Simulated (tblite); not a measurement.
Record of a relaxation.

C3H11AlN2.
Atom-mapped SMILES: `[CH3:1][C@@H:2]1[CH2:3][Al@@H-:4]([NH3+:5])[NH:6]1` (hydrogens: H7, H8, H9 on C1; H10 on C2; H11, H12 on C3; H13 on Al4; H14, H15, H16 on N5; H17 on N6)

Computed with GFN2-xTB (tblite), gas phase: L-BFGS steps from a force-field or distance-geometry start until the largest atomic force falls under 0.01 eV/Å. 9 of its 77 geometries are shown.

Step 0: E = -514.1319 eV, largest atomic force 3.163 eV/Å
```
atom  x, y, z in Å  |  force x, y, z in eV/Å
C1     -2.399    0.039   -0.579   -0.669   0.268  -0.020
C2     -0.997   -0.484   -0.352    0.466  -0.331   0.970
C3     -0.382    0.011    0.997   -0.173   0.042   0.981
Al4     1.021    0.837   -0.053   -2.157   1.810  -1.441
N5      2.676   -0.110    0.143    1.604  -0.483   0.205
N6     -0.077    0.037   -1.374    1.743  -0.781  -0.374
H7     -3.086   -0.317    0.219    0.438   0.213  -0.471
H8     -2.780   -0.318   -1.552    0.148   0.217   0.416
H9     -2.408    1.150   -0.584    0.119  -0.751  -0.011
H10    -1.016   -1.604   -0.355   -0.133   0.678  -0.097
H11    -1.024    0.757    1.525    0.186  -1.058  -0.089
H12    -0.040   -0.819    1.641   -0.975   0.085   0.206
H13     1.076    2.425   -0.089    0.574  -0.443   0.049
H14     2.504   -1.137    0.183    0.253   0.702   0.057
H15     3.161    0.206    1.010   -0.236  -0.423  -0.677
H16     3.287    0.094   -0.674   -0.267  -0.225   0.561
H17     0.477   -0.757   -1.765   -0.920   0.479  -0.265
```

Step 10: E = -515.1206 eV, largest atomic force 0.794 eV/Å
```
atom  x, y, z in Å  |  force x, y, z in eV/Å
C1     -2.354    0.049   -0.582    0.314  -0.229  -0.036
C2     -0.960   -0.521   -0.299    0.148   0.159   0.098
C3     -0.442    0.015    1.060    0.279   0.065  -0.062
Al4     0.907    0.975   -0.117   -0.348   0.272  -0.110
N5      2.721   -0.055    0.141    0.004   0.060   0.025
N6      0.070   -0.100   -1.310    0.075  -0.595   0.298
H7     -3.022   -0.301    0.202   -0.124   0.054  -0.078
H8     -2.706   -0.309   -1.544   -0.150   0.072  -0.124
H9     -2.334    1.141   -0.579    0.106  -0.198  -0.040
H10    -1.016   -1.625   -0.293   -0.104   0.301  -0.014
H11    -1.200    0.579    1.607   -0.093   0.029  -0.192
H12    -0.203   -0.824    1.719    0.174  -0.033  -0.018
H13     1.282    2.555   -0.127   -0.048  -0.765  -0.024
H14     2.511   -1.046    0.189   -0.194  -0.160   0.015
H15     3.217    0.190    0.984    0.156   0.153   0.325
H16     3.351    0.074   -0.638    0.134   0.128  -0.285
H17     0.170   -0.787   -2.067   -0.329   0.688   0.222
```

Step 19: E = -515.3559 eV, largest atomic force 0.158 eV/Å
```
atom  x, y, z in Å  |  force x, y, z in eV/Å
C1     -2.312    0.029   -0.610    0.025  -0.055   0.015
C2     -0.950   -0.564   -0.257   -0.034  -0.027  -0.040
C3     -0.443    0.020    1.086   -0.018  -0.099  -0.094
Al4     0.893    0.933   -0.097    0.048   0.107  -0.058
N5      2.738    0.005    0.157    0.085  -0.093   0.047
N6      0.118   -0.227   -1.225   -0.092   0.072   0.028
H7     -3.032   -0.289    0.143   -0.080   0.087  -0.010
H8     -2.678   -0.302   -1.582    0.129  -0.007  -0.030
H9     -2.240    1.117   -0.611   -0.002  -0.052  -0.022
H10    -1.058   -1.657   -0.211   -0.016  -0.026   0.009
H11    -1.263    0.540    1.582    0.114   0.003   0.110
H12    -0.130   -0.791    1.750   -0.043  -0.010   0.064
H13     1.343    2.404   -0.177    0.004   0.015  -0.033
H14     2.459   -0.972    0.195   -0.076  -0.085   0.006
H15     3.262    0.213    1.000    0.035   0.083   0.094
H16     3.363    0.105   -0.637   -0.026   0.085  -0.080
H17    -0.077   -0.553   -2.162   -0.053   0.002  -0.006
```

Step 28: E = -515.3764 eV, largest atomic force 0.058 eV/Å
```
atom  x, y, z in Å  |  force x, y, z in eV/Å
C1     -2.313    0.019   -0.614    0.016   0.026   0.001
C2     -0.959   -0.576   -0.240    0.006   0.010  -0.044
C3     -0.423   -0.001    1.094   -0.038  -0.032  -0.030
Al4     0.896    0.930   -0.105   -0.007  -0.001  -0.006
N5      2.741    0.003    0.175    0.007  -0.008   0.005
N6      0.086   -0.214   -1.226    0.020   0.020   0.033
H7     -3.076   -0.260    0.112    0.022  -0.022  -0.022
H8     -2.627   -0.318   -1.602    0.005  -0.001   0.038
H9     -2.220    1.104   -0.630   -0.014   0.031  -0.022
H10    -1.064   -1.670   -0.207    0.016   0.021   0.037
H11    -1.212    0.548    1.609    0.012  -0.012   0.031
H12    -0.126   -0.812    1.765   -0.007  -0.010   0.006
H13     1.353    2.400   -0.204   -0.008   0.000  -0.014
H14     2.459   -0.975    0.209    0.020  -0.015   0.014
H15     3.277    0.221    1.009   -0.004   0.004   0.009
H16     3.337    0.130   -0.638   -0.018   0.008  -0.014
H17    -0.135   -0.515   -2.165   -0.028  -0.019  -0.020
```

Step 38: E = -515.3782 eV, largest atomic force 0.020 eV/Å
```
atom  x, y, z in Å  |  force x, y, z in eV/Å
C1     -2.311    0.025   -0.617   -0.004   0.008   0.004
C2     -0.959   -0.569   -0.241   -0.003  -0.009  -0.007
C3     -0.421   -0.003    1.097   -0.006  -0.001  -0.008
Al4     0.897    0.926   -0.104   -0.017  -0.001   0.011
N5      2.738   -0.002    0.181    0.007  -0.003   0.003
N6      0.086   -0.213   -1.227    0.005  -0.007   0.008
H7     -3.071   -0.261    0.107   -0.012   0.004  -0.003
H8     -2.623   -0.319   -1.604   -0.001  -0.006   0.011
H9     -2.227    1.111   -0.640    0.006   0.011   0.006
H10    -1.064   -1.662   -0.200   -0.005  -0.010  -0.010
H11    -1.207    0.541    1.623    0.002  -0.007  -0.003
H12    -0.126   -0.823    1.760    0.005   0.010  -0.008
H13     1.346    2.396   -0.215    0.007   0.008  -0.004
H14     2.476   -0.985    0.219    0.014  -0.003   0.008
H15     3.279    0.227    1.010    0.004   0.005  -0.002
H16     3.321    0.137   -0.640   -0.006   0.001  -0.002
H17    -0.145   -0.514   -2.164    0.004  -0.001  -0.003
```

Step 48: E = -515.3792 eV, largest atomic force 0.027 eV/Å
```
atom  x, y, z in Å  |  force x, y, z in eV/Å
C1     -2.312    0.032   -0.619   -0.007  -0.001   0.003
C2     -0.964   -0.571   -0.242    0.001   0.002  -0.014
C3     -0.427   -0.007    1.096   -0.001  -0.001  -0.014
Al4     0.894    0.923   -0.103   -0.015  -0.011   0.020
N5      2.740   -0.005    0.190   -0.007   0.008  -0.001
N6      0.085   -0.218   -1.225    0.007  -0.003  -0.003
H7     -3.075   -0.248    0.105   -0.006   0.006   0.015
H8     -2.629   -0.313   -1.603    0.012   0.008  -0.005
H9     -2.221    1.117   -0.641    0.003  -0.002  -0.001
H10    -1.076   -1.664   -0.205    0.005   0.006   0.002
H11    -1.217    0.524    1.629    0.020  -0.014   0.005
H12    -0.113   -0.827    1.751   -0.017   0.011  -0.008
H13     1.351    2.392   -0.228    0.005  -0.015   0.005
H14     2.510   -0.996    0.240   -0.002   0.010   0.003
H15     3.292    0.246    1.006    0.004   0.009  -0.015
H16     3.300    0.145   -0.645    0.003  -0.001   0.009
H17    -0.142   -0.516   -2.164   -0.004  -0.013   0.000
```

Step 57: E = -515.3800 eV, largest atomic force 0.027 eV/Å
```
atom  x, y, z in Å  |  force x, y, z in eV/Å
C1     -2.315    0.041   -0.620   -0.002   0.000   0.000
C2     -0.972   -0.575   -0.245    0.004   0.002  -0.006
C3     -0.434   -0.016    1.094    0.009  -0.010  -0.005
Al4     0.888    0.911   -0.101    0.006  -0.006   0.009
N5      2.743    0.002    0.197    0.005   0.002  -0.005
N6      0.080   -0.226   -1.227    0.013  -0.009   0.006
H7     -3.079   -0.229    0.106   -0.005  -0.004  -0.002
H8     -2.635   -0.298   -1.604   -0.003   0.005  -0.001
H9     -2.210    1.126   -0.641    0.002  -0.004  -0.003
H10    -1.087   -1.667   -0.211   -0.024   0.012   0.006
H11    -1.223    0.504    1.640    0.016  -0.011  -0.013
H12    -0.111   -0.840    1.739   -0.009  -0.003   0.009
H13     1.363    2.372   -0.229   -0.002   0.021   0.002
H14     2.537   -0.992    0.268    0.003   0.007   0.005
H15     3.307    0.281    0.994   -0.009   0.004  -0.002
H16     3.281    0.152   -0.652    0.000  -0.006  -0.006
H17    -0.141   -0.535   -2.164   -0.004  -0.001   0.006
```

Step 66: E = -515.3810 eV, largest atomic force 0.032 eV/Å
```
atom  x, y, z in Å  |  force x, y, z in eV/Å
C1     -2.315    0.055   -0.622    0.003  -0.004   0.004
C2     -0.980   -0.580   -0.247    0.004   0.004  -0.007
C3     -0.434   -0.034    1.094   -0.018  -0.003   0.003
Al4     0.888    0.897   -0.099   -0.015  -0.028   0.004
N5      2.747    0.013    0.198    0.018  -0.005  -0.005
N6      0.081   -0.244   -1.222    0.006  -0.004  -0.002
H7     -3.083   -0.210    0.103   -0.007   0.008  -0.002
H8     -2.640   -0.278   -1.608    0.010   0.003   0.004
H9     -2.199    1.139   -0.642    0.012  -0.010   0.007
H10    -1.117   -1.671   -0.216    0.008   0.018  -0.002
H11    -1.218    0.488    1.644   -0.003   0.000   0.008
H12    -0.116   -0.865    1.733   -0.003   0.006   0.002
H13     1.363    2.360   -0.225   -0.016   0.021  -0.002
H14     2.565   -0.983    0.299    0.006   0.005   0.005
H15     3.317    0.329    0.977   -0.007  -0.002   0.001
H16     3.269    0.152   -0.664    0.005  -0.008  -0.009
H17    -0.136   -0.556   -2.159   -0.005  -0.001  -0.009
```

Step 76: E = -515.3827 eV, largest atomic force 0.009 eV/Å
```
atom  x, y, z in Å  |  force x, y, z in eV/Å
C1     -2.309    0.085   -0.627    0.005   0.001   0.003
C2     -0.997   -0.593   -0.247    0.003   0.001   0.001
C3     -0.445   -0.069    1.099   -0.001  -0.005   0.002
Al4     0.880    0.861   -0.091   -0.004  -0.004   0.005
N5      2.768    0.030    0.188    0.002  -0.005   0.006
N6      0.079   -0.282   -1.215   -0.001  -0.003  -0.004
H7     -3.092   -0.159    0.089    0.002   0.003  -0.003
H8     -2.635   -0.228   -1.619    0.006   0.002   0.004
H9     -2.154    1.164   -0.636   -0.002  -0.001   0.001
H10    -1.163   -1.679   -0.223   -0.001   0.007  -0.002
H11    -1.221    0.454    1.659   -0.002  -0.002  -0.007
H12    -0.134   -0.911    1.725    0.005   0.001   0.004
H13     1.311    2.340   -0.214   -0.002   0.003  -0.003
H14     2.637   -0.963    0.368   -0.006   0.005  -0.004
H15     3.335    0.428    0.931    0.001   0.000  -0.008
H16     3.268    0.128   -0.692   -0.006   0.002   0.005
H17    -0.136   -0.594   -2.153    0.001  -0.003   0.001
```

Question: Summarise the path.

Answer: The energy falls by 120.68 kJ/mol from step 0 to step 76; nine tenths of that is first reached at step 13. It rises by more than 0.2 meV at step 14. The largest force goes from 3.163 to 0.009 eV/Å. Among the bonds Al4–N5 changes most, from 1.916 to 2.082 Å; the atoms move by 0.289 Å rms after alignment.

Question: Follow the three bonds and two angles with the largest change from start to end.

Answer: 
| step | E above end (kJ/mol) | largest force (eV/Å) | Al4–N5 (Å) | Al4–N6 (Å) | C3–Al4 (Å) | Al4–N6–H17 (°) | N5–Al4–H13 (°) |
| --- | --- | --- | --- | --- | --- | --- | --- |
| 0 | 120.68 | 3.163 | 1.916 | 1.894 | 1.937 | 106.0 | 117.8 |
| 3 | 62.82 | 0.844 | 2.129 | 1.783 | 1.966 | 119.3 | 111.2 |
| 7 | 38.54 | 0.633 | 2.181 | 1.808 | 2.004 | 134.3 | 105.8 |
| 10 | 25.28 | 0.794 | 2.102 | 1.811 | 2.031 | 146.9 | 106.2 |
| 13 | 9.54 | 1.156 | 2.118 | 1.787 | 2.027 | 155.4 | 103.5 |
| 17 | 4.21 | 0.341 | 2.090 | 1.798 | 2.006 | 153.1 | 101.3 |
| 20 | 2.18 | 0.179 | 2.082 | 1.794 | 2.006 | 150.5 | 99.8 |
| 23 | 1.25 | 0.133 | 2.094 | 1.794 | 2.013 | 149.9 | 99.7 |
| 26 | 0.80 | 0.105 | 2.090 | 1.795 | 2.008 | 150.3 | 99.8 |
| 30 | 0.54 | 0.032 | 2.084 | 1.794 | 2.013 | 150.6 | 99.8 |
| 33 | 0.48 | 0.024 | 2.086 | 1.794 | 2.010 | 151.0 | 99.9 |
| 36 | 0.44 | 0.029 | 2.083 | 1.794 | 2.009 | 150.9 | 100.1 |
| 40 | 0.41 | 0.026 | 2.082 | 1.793 | 2.011 | 150.8 | 100.3 |
| 43 | 0.38 | 0.020 | 2.085 | 1.794 | 2.008 | 150.5 | 100.2 |
| 46 | 0.36 | 0.027 | 2.086 | 1.794 | 2.009 | 150.3 | 100.1 |
| 50 | 0.32 | 0.034 | 2.089 | 1.793 | 2.011 | 150.7 | 99.7 |
| 53 | 0.29 | 0.020 | 2.088 | 1.794 | 2.008 | 150.9 | 99.3 |
| 56 | 0.26 | 0.030 | 2.086 | 1.793 | 2.009 | 150.9 | 98.8 |
| 59 | 0.23 | 0.031 | 2.085 | 1.792 | 2.010 | 151.0 | 98.5 |
| 63 | 0.19 | 0.020 | 2.079 | 1.794 | 2.009 | 150.9 | 98.1 |
| 66 | 0.16 | 0.032 | 2.079 | 1.793 | 2.009 | 150.8 | 98.0 |
| 69 | 0.12 | 0.043 | 2.081 | 1.793 | 2.010 | 150.8 | 97.9 |
| 73 | 0.03 | 0.053 | 2.083 | 1.794 | 2.009 | 150.7 | 97.8 |
| 76 | 0.00 | 0.009 | 2.082 | 1.792 | 2.009 | 150.9 | 98.0 |

The cost below is that of the whole relaxation. On Arm Neoverse V1, one thread, shared host, this took 0.48 s.
